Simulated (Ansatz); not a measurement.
## Ansatz (development build ahead of 0.2.0) run

```yaml
crystal:
  periodic: [false, false, false]
  atoms:
    - { symbol: C, position_ang: [0.0, 0.0, -1.63207] }
    - { symbol: Br, position_ang: [0.0, 0.0, 0.45178] }
    - { symbol: H, position_ang: [0.0, -1.12262, -2.00663] }
    - { symbol: H, position_ang: [-0.97222, 0.56131, -2.00663] }
    - { symbol: H, position_ang: [0.97222, 0.56131, -2.00663] }
basis:
  gaussian: { orbitals: def2-TZVP }
hamiltonian:
  xc: hf
correlation:
  method: mp2
  frozen_orbitals: { Br: 9, C: 1, H: 0 }
```

The input is written out in the form of the current development build from the run's settings.

Output:

```
Converged                       : yes
Reference energy                : -2612.01875 hartree
Correlation energy              : -0.45441 hartree
Total energy                    : -2612.47316 hartree
Spin squared of the determinant : 0.000
```
